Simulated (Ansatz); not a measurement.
Task: Name a neutral molecule of Al, C and H with HOMO energy (ωB97M-V/def2-TZVPP) between -8.70 and -8.40 eV and size of the dipole moment (B3LYP/def2-TZVPP) between 0.50 and 0.80 D (Ansatz, PBE0-D4/def2-TZVP geometry).

Result: `C[C]1=[CH][AlH]1` (-8.52 eV, 0.69 D). Other molecules can fit too; these were computed, each in one conformer that needn't be the lowest.

B3LYP here is the variant with VWN-RPA as its local correlation; programs differ in this.
